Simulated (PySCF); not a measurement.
Gas-phase reaction: 3 GaH2Cl ⇌ 2 GaH3 + GaCl2 + Cl

Method: PySCF energies (xtb for GFN2) plus ideal-gas RRHO corrections (1 bar). † marks an energy on the PBE0/def2-TZVP geometry and frequencies; other levels use their own. 6-31G* has spherical d functions here. Open shells (unrestricted): GaCl2 (multiplicity 2), Cl (multiplicity 2, electronic degeneracy 6); the rest are closed-shell singlets. GFN2 has no spin-polarisation term. Spin-orbit splitting is ignored; it lowers the true energy and changes the entropy of Cl. B3LYP is the form with VWN-RPA correlation. Ga: all electrons, no relativistic terms. GaH2Cl, GaH3, GaCl2: computed as isolated molecules; such fragments, hydroxides, amides, oligomers or adducts are transient or little studied in the gas. The harmonic model lacks anharmonicity and excited electronic states, which grow with temperature; levels with a mode under 35 cm⁻¹ are left out. Soft modes under 120 cm⁻¹ make the harmonic entropy rough for GaCl2.

ΔH° and ΔS° at 298 K: B3LYP/6-31G* 414 kJ, 114 J/K; BLYP/def2-TZVP† 416 kJ, 114 J/K; GFN2-xTB 485 kJ, 117 J/K; HF/6-31G* 341 kJ, 114 J/K; PBE/def2-TZVP† 445 kJ, 114 J/K; ωB97M-V/def2-TZVP† 455 kJ, 114 J/K.

**Question.** With the heat capacities included, give log10 K (1 bar) at 1000, 1200, 1600, 1800, 2500 K from B3LYP/6-31G*, BLYP/def2-TZVP†, GFN2-xTB, HF/6-31G*, PBE/def2-TZVP†, ωB97M-V/def2-TZVP†.

**Answer.** 
| T (K) | B3LYP/6-31G* | BLYP/def2-TZVP† | GFN2-xTB | HF/6-31G* | PBE/def2-TZVP† | ωB97M-V/def2-TZVP† |
|---|---|---|---|---|---|---|
| 1000 | -15.6 | -15.8 | -19.3 | -11.9 | -17.3 | -17.8 |
| 1200 | -12.1 | -12.2 | -15.1 | -8.9 | -13.4 | -13.9 |
| 1600 | -7.6 | -7.7 | -9.8 | -5.2 | -8.6 | -8.9 |
| 1800 | -6.1 | -6.2 | -8.1 | -4.0 | -7.0 | -7.3 |
| 2500 | -2.8 | -2.8 | -4.2 | -1.3 | -3.4 | -3.6 |
